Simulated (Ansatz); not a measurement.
Reaction (ligand exchange at a B–C bond): `BCCBO` + `CNCF` → `BN(C)CF` + `CCBO`

Isolated molecules relaxed with PBE0-D4/def2-TZVP in Ansatz; ΔE leaves out vibrations. CBS: MP2 limit from def2 TZ/QZ plus the TZ coupled-cluster correction, frozen cores. DFT in def2-TZVPP. B3LYP here is the variant with VWN-RPA as its local correlation; programs differ in this. One conformer a species, not always the lowest.

```json
{"level": "r2SCAN-D4", "ΔE (kJ/mol)": "-145.7", "difference from CCSD(T)/CBS": "2.3"}
{"level": "PBE0-D4", "ΔE (kJ/mol)": "-144.4", "difference from CCSD(T)/CBS": "3.6"}
{"level": "B3LYP-D4", "ΔE (kJ/mol)": "-147.9", "difference from CCSD(T)/CBS": "0.1"}
{"level": "ωB97X-V", "ΔE (kJ/mol)": "-143.2", "difference from CCSD(T)/CBS": "4.8"}
{"level": "ωB97M-V", "ΔE (kJ/mol)": "-145.5", "difference from CCSD(T)/CBS": "2.5"}
{"level": "B2PLYP", "ΔE (kJ/mol)": "-148.9", "difference from CCSD(T)/CBS": "-0.9"}
{"level": "r2SCAN", "ΔE (kJ/mol)": "-145.5", "difference from CCSD(T)/CBS": "2.5"}
{"level": "PBE0", "ΔE (kJ/mol)": "-143.3", "difference from CCSD(T)/CBS": "4.7"}
{"level": "B3LYP", "ΔE (kJ/mol)": "-145.8", "difference from CCSD(T)/CBS": "2.2"}
{"level": "HF/def2-TZVPP", "ΔE (kJ/mol)": "-139.9", "difference from CCSD(T)/CBS": "8.1"}
{"level": "MP2/def2-TZVPP", "ΔE (kJ/mol)": "-152.7", "difference from CCSD(T)/CBS": "-4.7"}
{"level": "SCS-MP2/def2-TZVPP", "ΔE (kJ/mol)": "-151.2", "difference from CCSD(T)/CBS": "-3.2"}
{"level": "CCSD(T)/def2-TZVPP", "ΔE (kJ/mol)": "-151.0", "difference from CCSD(T)/CBS": "-3.0"}
{"level": "HF/def2-QZVPP", "ΔE (kJ/mol)": "-139.8", "difference from CCSD(T)/CBS": "8.2"}
{"level": "MP2/CBS(def2)", "ΔE (kJ/mol)": "-149.7", "difference from CCSD(T)/CBS": "-1.7"}
{"level": "CCSD/CBS(def2)", "ΔE (kJ/mol)": "-145.6", "difference from CCSD(T)/CBS": "2.4"}
{"level": "CCSD(T)/CBS", "ΔE (kJ/mol)": "-148.0", "difference from CCSD(T)/CBS": "0"}
```

Largest T1 diagnostic among the species: 0.012.

In def2-TZVPP, CCSD(T) changes the Hartree–Fock value by −11.1 kJ/mol (the triples alone add −2.4 kJ/mol) and MP2 by −12.8 kJ/mol.
